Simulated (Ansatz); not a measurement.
Mulliken charges of CHFO3Si, SMILES `O=C1O[Si]1(O)F` from r2SCAN/def2-TZVPP in Ansatz (PBE0-D4/def2-TZVP geometry).

```json
{"atom": "O1", "x (Å)": "0.908", "y (Å)": "-2.076", "z (Å)": "1.402", "charge (e)": "-0.220"}
{"atom": "C2", "x (Å)": "0.424", "y (Å)": "-1.162", "z (Å)": "0.850", "charge (e)": "0.135"}
{"atom": "O3", "x (Å)": "-0.958", "y (Å)": "-0.967", "z (Å)": "0.498", "charge (e)": "-0.288"}
{"atom": "Si4", "x (Å)": "-0.080", "y (Å)": "0.335", "z (Å)": "-0.011", "charge (e)": "0.809"}
{"atom": "O5", "x (Å)": "0.028", "y (Å)": "0.599", "z (Å)": "-1.591", "charge (e)": "-0.373"}
{"atom": "F6", "x (Å)": "-0.327", "y (Å)": "1.705", "z (Å)": "0.730", "charge (e)": "-0.285"}
{"atom": "H7", "x (Å)": "0.067", "y (Å)": "1.498", "z (Å)": "-1.924", "charge (e)": "0.223"}
```

By hand: the dipole of these point charges (1 e Å = 4.8032 D).

Σ q r = (0.166, 0.474, -0.390) e Å, of length 0.636 e Å = 3.05 D.

How does the dipole of the full density compare? (An estimate is asked.)

The calculation gave: (0.024, 0.750, -0.492) e Å, 4.31 D; the point charges give 0.71 times that, at 15° from its direction.

Point charges leave out the atoms' own dipoles, such as those of lone pairs, and Mulliken's split depends on the basis, so the two needn't agree.
